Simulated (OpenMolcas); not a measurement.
## I VI: effect of the basis set

| Quantity | Value |
| --- | --- |
| Program | OpenMolcas 26.06 |
| Method | XMS-CASPT2, IPEA 0.25 Eh, imaginary shift 0.1 Eh (closed shells correlated: 4d) |
| Active space | 2 electrons in 4 orbitals (5s 5p) |
| State averaging | 2S+1 = 3 even, 3 roots; 2S+1 = 1 even, 7 roots; 2S+1 = 3 odd, 3 roots; 2S+1 = 1 odd, 3 roots |
| Spin-orbit coupling | RASSI with atomic mean-field integrals over the reference wave functions, term energies averaged over their components |

A. ANO-RCC-VTZP [7s6p4d2f1g], DKH2, point nucleus; CASPT2 step about 2.2 core-seconds
B. ANO-R2 [7s6p4d2f1g], X2C, finite nucleus; CASPT2 step of the order of 2.4 core-seconds
C. ANO-RCC-VQZP [8s7p5d3f2g], DKH2, point nucleus; CASPT2 step of the order of 3 core-seconds
D. ANO-R3 [8s7p5d4f3g2h], X2C, finite nucleus; CASPT2 step of the order of 5 core-seconds

Energies in cm⁻¹ above 5s² ¹S₀, the measured ground level; measured values from the list in Rauch et al., Astron. Astrophys. 606, A105 (2017).

```
     Level       A       B       C       D  Measured
   5s² ¹S₀     0.0     0.0     0.0     0.0       0.0
5s 5p ³P°₀   87980   87250   87980   88680     85666
5s 5p ³P°₁   91380   90500   91120   91790     89262
5s 5p ³P°₂  100990   99650   99890  100570     99685
5s 5p ¹P°₁  127270  125530  125980  125980    127424
   5p² ³P₀  203450  201320  202750  203640    200085
   5p² ¹D₂  208790  206050  207090  207600    209432
   5p² ³P₁  211180  208560  209710  210640    208474
   5p² ³P₂  222830  219620  220310  221120    221984
   5p² ¹S₀  246060  243540  243710  244190    245658
```

Deviations, from unrounded energies. A percentage is the sum of absolute deviations over the sum of measured energies, with the sign that they share, or ± where signs differ.

```tsv
Against measurement	Levels	A	B	C	D
mean absolute deviation (cm-1)	9	1500	1500	1700	2000
other configurations (%)	9	±0.9	±0.9	±1.1	±1.2
```

A, B lie about equally close to measurement and D furthest from it. The largest miss of A in the table is 5p² ³P₀, by +3400 cm-1. The ranking rests on the paired levels alone, and a cruder setting can come out closer through cancelling errors.

The two smallest mean deviations differ by little beside CASPT2's spread within terms, so their order carries little weight.

Among A to D the level of the table that moves most is 5p² ³P₂, by 3200 cm-1 (lowest in B, highest in A). Moves below CASPT2's spread within the term are not significant.

Term energies are means over components that CASPT2 splits; among the terms shown or strongly mixed into the levels shown the widest spread is 980 cm-1 (5p² ¹D, D). Over all roots computed the reference weight is 0.82 to 0.95 in A, 0.82 to 0.95 in B, 0.82 to 0.95 in C, 0.81 to 0.95 in D; the roots of lowest weight are the least certain, and an intruder state may touch them. The ¹D term of p² mixes with s d, which this space lacks. Measured partners are found by configuration, term and J. A level has none where our copy of the source lacks it or the pairing is in doubt (some pairs that miss far off the trend of their configuration count as doubtful), and it then counts in no deviation. Only configurations of the active space appear.

° marks odd parity.
